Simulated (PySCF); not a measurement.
Al(H)(Me)(SeH) (CH5AlSe), SMILES [CH3][AlH][SeH].

Geometry optimised at ωB97X-D3(BJ)/def2-SVP. Other conformers were not sampled.

Calculation: PySCF with r2SCAN/def2-TZVPD.

Symmetry labels are those of the subgroup Cs that the program uses (full group Cs).

List the valence orbital energies around the gap with their symmetry. (An estimate is asked for; the answer gives what the named calculation found.)


```csv
orbital,symmetry,energy (eV)
HOMO−7,A',-17.67
HOMO−6,A',-10.41
HOMO−5,A',-10.13
HOMO−4,A",-10.06
HOMO−3,A',-9.52
HOMO−2,A',-7.34
HOMO−1,A',-7.30
HOMO,A",-6.47
LUMO,A",-1.45
LUMO+1,A',-0.50
LUMO+2,A',-0.26
LUMO+3,A',0.42
```
